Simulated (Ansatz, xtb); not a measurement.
This singlet lies 2.50 eV below the relaxed triplet at the level frozen-core CCSD(T)/cc-pVTZ // PBE0-D3(BJ)/def2-TZVP (Ansatz, a program for electronic structure).

Species: H4GeN2, SMILES `[NH2][Ge][NH2]` (lower singlet) (charge 0, multiplicity 1).

Give a relaxed geometry from GFN2-xTB (xtb).

This is not unique; one that fits is the end point of this relaxation, one of several conformers (outside a Z-matrix the atoms follow the SMILES, hydrogens last).
Z-matrix (Å, degrees):
```
Ge
N 1 1.8178
H 2 1.0075 1 123.35
H 2 1.0084 3 109.70 1 179.28
N 1 1.8183 2 95.59 3 179.60
H 5 1.0073 1 123.32 2 -179.89
H 5 1.0081 6 109.74 1 179.56
```
